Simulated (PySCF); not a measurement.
# `[C@H]1(C#C)[C@H](Br)[Si]1(C)C`, C$_{6}$H$_{9}$BrSi

Molfile (atoms numbered from 1):
```
C6H9BrSi
     RDKit          3D

 17 17  0  0  0  0  0  0  0  0999 V2000
    3.0350    0.4582   -1.2905 C   0  0  0  0  0  0  0  0  0  0  0  0
    2.1371   -0.1408   -0.7672 C   0  0  0  0  0  0  0  0  0  0  0  0
    1.0586   -0.7966   -0.1127 C   0  0  1  0  0  0  0  0  0  0  0  0
    0.7415   -0.3046    1.3177 C   0  0  2  0  0  0  0  0  0  0  0  0
    0.6442   -1.6888    2.6876 Br  0  0  0  0  0  0  0  0  0  0  0  0
   -0.6670    0.0075    0.0848 Si  0  0  0  0  0  4  0  0  0  0  0  0
   -2.1549   -1.1553    0.1712 C   0  0  0  0  0  0  0  0  0  0  0  0
   -0.8978    1.7896   -0.5000 C   0  0  0  0  0  0  0  0  0  0  0  0
    3.8312    0.9531   -1.7601 H   0  0  0  0  0  0  0  0  0  0  0  0
    1.1002   -1.8754   -0.2263 H   0  0  0  0  0  0  0  0  0  0  0  0
    1.3838    0.4883    1.6817 H   0  0  0  0  0  0  0  0  0  0  0  0
   -2.5496   -1.3674   -0.8177 H   0  0  0  0  0  0  0  0  0  0  0  0
   -2.9543   -0.7159    0.7604 H   0  0  0  0  0  0  0  0  0  0  0  0
   -1.8809   -2.0982    0.6348 H   0  0  0  0  0  0  0  0  0  0  0  0
   -1.3641    1.8101   -1.4793 H   0  0  0  0  0  0  0  0  0  0  0  0
    0.0593    2.2952   -0.5740 H   0  0  0  0  0  0  0  0  0  0  0  0
   -1.5291    2.3529    0.1797 H   0  0  0  0  0  0  0  0  0  0  0  0
  1  2  3  0
  2  3  1  0
  3  4  1  0
  4  5  1  0
  4  6  1  0
  6  7  1  0
  6  8  1  0
  6  3  1  0
  1  9  1  0
  3 10  1  1
  4 11  1  1
  7 12  1  0
  7 13  1  0
  7 14  1  0
  8 15  1  0
  8 16  1  0
  8 17  1  0
M  END
```

Computed with TDDFT BHandHLYP/def2-SVPD circular dichroism and optical rotation, one conformer, gas phase (PySCF 2.14.0). Geometry: GFN2-xTB.

The calculation is non-relativistic, which matters for the atoms heavier than Zn.

Q: Assign R or S to each stereocentre.

A: C3 S, C4 S.

Q: Which excitations and rotatory strengths does the calculation give?

A: Rotatory strengths R in 10⁻⁴⁰ esu² cm², velocity form and length form (origin at the centre of mass); f in length form.
```
state  E (eV)  λ (nm)      f  R (velocity)  R (length)                                  main
    1    5.22     237  0.033         +18.8       +16.0      HOMO→LUMO 0.66, HOMO−1→LUMO 0.17
    2    5.63     220  0.007          +4.9        +5.5      HOMO−1→LUMO 0.59, HOMO→LUMO 0.12
    3    6.10     203  0.056         -16.2       -15.4    HOMO→LUMO+1 0.67, HOMO→LUMO+2 0.08
    4    6.24     199  0.004          -5.0        -4.7    HOMO−3→LUMO 0.36, HOMO→LUMO+9 0.11
    5    6.46     192  0.052         +24.5       +22.9    HOMO→LUMO+1 0.20, HOMO→LUMO+2 0.19
    6    6.52     190  0.019         +12.1       +11.6  HOMO−1→LUMO+2 0.21, HOMO→LUMO+2 0.12
    7    6.74     184  0.013          +9.7        +9.4    HOMO→LUMO+2 0.23, HOMO−3→LUMO 0.19
    8    6.79     183  0.058         -16.1       -16.5  HOMO−1→LUMO+1 0.21, HOMO−2→LUMO 0.11
    9    6.97     178  0.031         +21.5       +21.3  HOMO−1→LUMO+1 0.37, HOMO→LUMO+3 0.21
   10    7.13     174  0.003          -6.0        -3.1    HOMO→LUMO+4 0.45, HOMO→LUMO+3 0.18
   11    7.25     171  0.044         -15.5       -15.9  HOMO→LUMO+4 0.26, HOMO−1→LUMO+2 0.15
   12    7.28     170  0.011         -12.4       -11.5  HOMO−1→LUMO+2 0.30, HOMO→LUMO+3 0.13
```

Among the states computed, the strongest CD band (largest |R|) is state 5. The largest dissymmetry factor in size, g = 4R/(D+G), with D and G the electric and magnetic dipole strengths, is -0.029 for state 10 (velocity form, f = 0.002), among bands with |R| over 0.5. The mirror image has the same energies and oscillator strengths and all R with the opposite sign.
